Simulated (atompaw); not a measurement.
**An all-electron radial function and its pseudo partner (manganese)**

Columns: radius, all-electron u(r) and pseudo u(r) of the 3s shell (level -85.88 eV) of manganese in the configuration [Ne] 3s2 3p6 3d5 4s2 4p0; PBE, scalar-relativistic, PAW (atompaw) scheme, atompaw 4.2.0.5.

| r (bohr) | all-electron | pseudo |
| --- | --- | --- |
| 0.060 | 0.1945 | 0.1330 |
| 0.119 | -0.3701 | 0.2611 |
| 0.179 | -0.6349 | 0.3862 |
| 0.238 | -0.5527 | 0.5017 |
| 0.298 | -0.2669 | 0.6095 |
| 0.358 | 0.0902 | 0.7056 |
| 0.417 | 0.4292 | 0.7874 |
| 0.477 | 0.7195 | 0.8566 |
| 0.537 | 0.9396 | 0.9111 |
| 0.596 | 1.0869 | 0.9499 |
| 0.656 | 1.1741 | 0.9745 |
| 0.715 | 1.2088 | 0.9846 |
| 0.775 | 1.2039 | 0.9813 |
| 0.835 | 1.1691 | 0.9654 |
| 0.894 | 1.1146 | 0.9389 |
| 0.954 | 1.0460 | 0.9024 |
| 1.013 | 0.9711 | 0.8588 |
| 1.073 | 0.8917 | 0.8085 |
| 1.133 | 0.8123 | 0.7541 |
| 1.192 | 0.7363 | 0.6979 |
| 1.252 | 0.6626 | 0.6398 |
| 1.312 | 0.5933 | 0.5815 |
| 1.371 | 0.5303 | 0.5253 |
| 1.431 | 0.4714 | 0.4700 |
| 1.490 | 0.4186 | 0.4185 |
| 1.550 | 0.3700 | 0.3700 |

Task: How many radial nodes do the two functions have?

Result: The all-electron 3s function has n − l − 1 = 2; the pseudo-wave has 0, since the states of the same l below it are removed with the core.

Task: Where does each function peak?

Result: Outermost all-electron maximum near 0.71 bohr, pseudo maximum near 0.71 bohr (to the table’s step).

Task: Is the pseudo-wave norm-conserving?

Result: No, it belongs to a PAW set: the norm inside the radius is not constrained, and the difference is carried by the augmentation charge.
